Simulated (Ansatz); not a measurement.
`CSB(C)C` + H₂ → `CBC` + CH₃SH at 400 K and 1 bar (hydrogenolysis of a B–S bond).

Calculated with Ansatz (gas phase, PBE0-D4/def2-TZVP geometries, no zero-point term in ΔE). CBS: MP2 limit from def2 TZ/QZ plus the TZ coupled-cluster correction, frozen cores. This one scheme is used for every species. Each species was taken in one conformer, which may not be the lowest.

```json
{"species": "`CSB(C)C`", "CCSD(T)/CBS energy (Eh)": "-542.19673", "H − E (kJ/mol)": "343.5", "S (J/(mol·K))": "408.4"}
{"species": "H₂", "CCSD(T)/CBS energy (Eh)": "-1.17544", "H − E (kJ/mol)": "38.0", "S (J/(mol·K))": "139.0"}
{"species": "`CBC`", "CCSD(T)/CBS energy (Eh)": "-105.11307", "H − E (kJ/mol)": "246.9", "S (J/(mol·K))": "312.0"}
{"species": "CH₃SH", "CCSD(T)/CBS energy (Eh)": "-438.22835", "H − E (kJ/mol)": "138.7", "S (J/(mol·K))": "269.4"}
```

H − E and S are ideal-gas, rigid-rotor, harmonic terms from PBE0-D4/def2-TZVP, for one conformer and one mirror image of each species. The MP2-based limit puts H₂ 0.8 mEh under its directly extrapolated value; such offsets cancel only in part. 1 Eh = 2625.50 kJ/mol, R = 8.31446 J/(mol·K).

Question: By hand: ΔE, ΔH, ΔS and ΔG.

Answer: ΔE = (-105.11307) + (-438.22835) − (-542.19673) − (-1.17544) = 0.03075 Eh = 80.7 kJ/mol. Δ(H − E) = 246.9 + 138.7 − 343.5 − 38.0 = 4.1, so ΔH = 84.8 kJ/mol. ΔS = 312.0 + 269.4 − 408.4 − 139.0 = 34.0 J/(mol·K). ΔG = 84.8 − 400 × (34.0)/1000 = 71.2 kJ/mol.

Question: By hand: the equilibrium constant, and the temperature at which ΔG would vanish if ΔH and ΔS stayed fixed.

Answer: log₁₀ K = −ΔG/(RT ln 10) = -9.3. ΔG = 0 at ΔH/ΔS = 2494 K.

ΔH outweighs TΔS. A doubt of 5 kJ/mol in ΔE shifts log₁₀ K by 0.7 here. Other conformers and mirror images would add mixing entropy, several J/(mol·K) or more a flexible species. Modes under 60 cm⁻¹, often nearly free rotors, make the harmonic entropy too high. These are equilibria of isolated gas molecules and say nothing of rates. Largest T1 diagnostic: 0.012 (customary marks: 0.02 for closed shells, 0.045 for open ones).
